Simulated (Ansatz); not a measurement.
This geometry of H₅O₃Si (9 atoms, charge 1, multiplicity 1) is a first-order saddle point.

All numbers below come from Ansatz, RKS PBE-D4/def2-SVP.

```xyz
9
Properties=species:S:1:pos:R:3
O -0.070 0.672 -1.535
Si 0.155 0.534 0.068
O 1.611 -0.062 0.470
O -0.926 -0.952 0.510
H -0.738 1.250 -1.949
H -0.459 1.487 1.016
H 2.390 -0.009 -0.115
H -0.727 -1.827 0.103
H -1.237 -1.094 1.433
```

Which two structures does it join? (They come from a converged band through this point; their orientation in space is the band's.)

No bond is made or broken. The dihedral O1–Si2–O4–H8 goes from -7 to 126°. The two ends are copies of one structure, up to a mirror image or an exchange of like atoms.

Image 0:

```xyz
9
Properties=species:S:1:pos:R:3
O -0.507 0.456 -1.464
Si 0.142 0.504 0.031
O 1.572 -0.240 0.273
O -0.859 -0.917 0.678
H -0.665 1.240 -2.023
H -0.182 1.671 0.882
H 2.412 0.219 0.458
H -1.560 -1.271 0.082
H -0.354 -1.662 1.083
```

Image 6:

```xyz
9
Properties=species:S:1:pos:R:3
O -0.512 0.456 -1.461
Si 0.142 0.505 0.032
O 1.572 -0.239 0.274
O -0.858 -0.917 0.676
H -0.663 1.237 -2.026
H -0.180 1.673 0.884
H 2.413 0.218 0.459
H -0.354 -1.661 1.082
H -1.559 -1.270 0.079
```

How far does it lie above each of them?

0.048 eV above the first and 0.048 eV above the second. This is the barrier of this one path; another mechanism may lie lower. Limits of this set-up: the dipole of an ion depends on the origin.

The run took 2.8 min on 1 thread of Arm Neoverse V1, on a shared host, peak memory 0.12 GiB.
